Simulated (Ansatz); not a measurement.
The cluster PtS2. Total charge 0; singlet. Geometry r2SCAN-D4/def2-TZVP.

Cartesian coordinates in Å:
```
Pt 0.233 -0.853 -1.000
S 0.115 1.213 -0.117
S -0.348 -0.360 1.117
```

In the def2 sets Pt takes a core potential; there is no spin–orbit coupling. LC-ωPBE has ω = 0.4 bohr⁻¹. HSE06 is defined as in plane-wave codes, on full-range PBE exchange. The restricted singlet is unstable towards broken spin symmetry in Hartree–Fock (as tested in another run); at PBE-D4/def2-TZVP, r2SCAN-D4/def2-TZVP, PBE0-D4/def2-TZVP, HSE06-D4/def2-TZVP and others this wasn't settled. No other spin state of charge 0 was run. Another isomer (singlet) lies 0.11 eV lower at PBE0-D4/def2-TZVP; other spin states weren't run for this one.

(1) Estimate the orbital energies around the gap (eV) in Ansatz with PBE-D4/def2-TZVP, r2SCAN-D4/def2-TZVP, PBE0-D4/def2-TZVP, HSE06-D4/def2-TZVP, LC-ωPBE/def2-TZVP.

Answers

(1) 
```tsv
orbital	PBE-D4/def2-TZVP	r2SCAN-D4/def2-TZVP	PBE0-D4/def2-TZVP	HSE06-D4/def2-TZVP	LC-ωPBE/def2-TZVP
HOMO−9	-15.49	-16.07	-17.38	-16.96	-20.54
HOMO−8	-10.27	-10.60	-11.52	-11.12	-14.20
HOMO−7	-9.53	-9.84	-10.62	-10.23	-13.28
HOMO−6	-8.80	-9.12	-10.28	-9.87	-13.12
HOMO−5	-8.77	-9.03	-9.83	-9.44	-12.21
HOMO−4	-6.76	-7.08	-8.30	-7.89	-11.14
HOMO−3	-6.66	-6.94	-8.01	-7.61	-10.63
HOMO−2	-6.00	-6.29	-7.34	-6.94	-10.00
HOMO−1	-5.85	-6.10	-7.18	-6.78	-9.84
HOMO	-4.45	-4.62	-5.58	-5.19	-8.12
LUMO	-4.41	-4.34	-3.54	-3.91	-1.39
LUMO+1	-4.07	-3.83	-3.15	-3.52	-0.98
LUMO+2	-1.51	-1.25	-0.40	-0.78	2.10
LUMO+3	-0.25	0.07	0.41	0.06	2.17
LUMO+4	0.64	1.09	1.41	1.06	3.31
LUMO+5	1.37	1.94	2.14	1.78	4.08
```
